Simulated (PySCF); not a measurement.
# TDDFT excited states: Al2F4H2

(F2Al-mu-H)2.
Structure used (PBE0-D3(BJ)/def2-SVP), in Å, numbered top down from 1:
```xyz
8
Al2F4H2 angstrom
Al    -0.618   -1.019    0.412
F     -0.097   -1.742    1.802
F     -1.922   -1.532   -0.459
H     -0.686    0.697    0.620
Al     0.653    0.999   -0.433
F      0.133    1.718   -1.825
F      1.955    1.512    0.442
H      0.721   -0.719   -0.642
```

Level of theory: TDDFT CAM-B3LYP/def2-SVPD, vertical, gas phase, core orbitals frozen in the response (PySCF).

Task: List the vertical singlet excitations with oscillator strengths and describe the spectrum.

Result: 

```json
{"state": "S1", "E (eV)": "7.61", "ν̃ (cm⁻¹)": "61420", "f": "0.0000", "main configurations (H = HOMO, L = LUMO)": "H→L (96%)"}
{"state": "S2", "E (eV)": "8.41", "ν̃ (cm⁻¹)": "67860", "f": "0.0000", "main configurations (H = HOMO, L = LUMO)": "H→L+2 (95%)"}
{"state": "S3", "E (eV)": "8.83", "ν̃ (cm⁻¹)": "71190", "f": "0.064", "main configurations (H = HOMO, L = LUMO)": "H→L+1 (84%), H-7→L (9%)"}
{"state": "S4", "E (eV)": "9.09", "ν̃ (cm⁻¹)": "73330", "f": "0.013", "main configurations (H = HOMO, L = LUMO)": "H-1→L (84%)"}
{"state": "S5", "E (eV)": "9.21", "ν̃ (cm⁻¹)": "74240", "f": "0.0000", "main configurations (H = HOMO, L = LUMO)": "H-3→L (83%), H-1→L+1 (9%)"}
{"state": "S6", "E (eV)": "9.27", "ν̃ (cm⁻¹)": "74740", "f": "0.156", "main configurations (H = HOMO, L = LUMO)": "H-2→L (84%)"}
{"state": "S7", "E (eV)": "9.28", "ν̃ (cm⁻¹)": "74810", "f": "0.0000", "main configurations (H = HOMO, L = LUMO)": "H-5→L (80%), H-4→L+1 (8%)"}
{"state": "S8", "E (eV)": "9.30", "ν̃ (cm⁻¹)": "75040", "f": "0.0000", "main configurations (H = HOMO, L = LUMO)": "H-4→L (79%)"}
{"state": "S9", "E (eV)": "9.60", "ν̃ (cm⁻¹)": "77430", "f": "0.0000", "main configurations (H = HOMO, L = LUMO)": "H-6→L (82%), H-2→L+1 (9%)"}
{"state": "S10", "E (eV)": "9.82", "ν̃ (cm⁻¹)": "79220", "f": "0.379", "main configurations (H = HOMO, L = LUMO)": "H→L+3 (85%)"}
{"state": "S11", "E (eV)": "9.91", "ν̃ (cm⁻¹)": "79960", "f": "0.281", "main configurations (H = HOMO, L = LUMO)": "H-7→L (80%), H→L+1 (10%)"}
{"state": "S12", "E (eV)": "10.15", "ν̃ (cm⁻¹)": "81840", "f": "0.0000", "main configurations (H = HOMO, L = LUMO)": "H-8→L (76%), H-4→L+2 (10%), H-7→L+1 (9%)"}
{"state": "S13", "E (eV)": "10.25", "ν̃ (cm⁻¹)": "82700", "f": "0.0094", "main configurations (H = HOMO, L = LUMO)": "H-1→L+2 (54%), H-11→L (34%)"}
{"state": "S14", "E (eV)": "10.41", "ν̃ (cm⁻¹)": "83940", "f": "0.010", "main configurations (H = HOMO, L = LUMO)": "H-2→L+2 (72%), H-9→L (18%)"}
{"state": "S15", "E (eV)": "10.49", "ν̃ (cm⁻¹)": "84580", "f": "0.133", "main configurations (H = HOMO, L = LUMO)": "H-9→L (54%), H-2→L+2 (11%), H-10→L (10%)"}
```

Triplets, Tamm–Dancoff:

| state | E (eV) | λ (nm) | main configurations (H = HOMO, L = LUMO) |
| --- | --- | --- | --- |
| T1 | 6.87 | 180.5 | H→L (90%) |
| T2 | 7.91 | 156.8 | H→L+2 (94%) |
| T3 | 8.29 | 149.6 | H→L+1 (74%), H→L+5 (15%) |
| T4 | 8.31 | 149.3 | H→L+3 (51%), H-2→L (33%) |

The lowest singlet lies at 7.61 eV (163 nm, vacuum ultraviolet) and is dark (f under 0.0005); its leading configuration is HOMO→LUMO (96%). The most intense listed level is S10 at 9.82 eV (126 nm, f = 0.379), 2.21 eV above S1. S6/S7 lie within about 0.01 eV of each other. Löwdin shares by element: HOMO hydrogen 44%, aluminium 32% (atoms not listed hold the other 24%); LUMO aluminium 55%, hydrogen 22% (atoms not listed hold the other 23%). Of the 15 states listed, 7 reach f = 0.01 and 7 stay under 0.0005. The oscillator strengths of these states sum to 1.046; summed over the whole spectrum of an exact calculation they would give the number of electrons, 64 (Thomas–Reiche–Kuhn). Orbital energies (eV): HOMO-3 -13.79, HOMO-2 -13.70, HOMO-1 -13.66, HOMO -12.19, LUMO -1.01, LUMO+1 -0.12, LUMO+2 0.08. The vertical ionisation energy (ΔSCF) is 13.34 eV, 2.85 eV above S15. Singlets were solved by full linear response, triplets in the Tamm–Dancoff approximation.
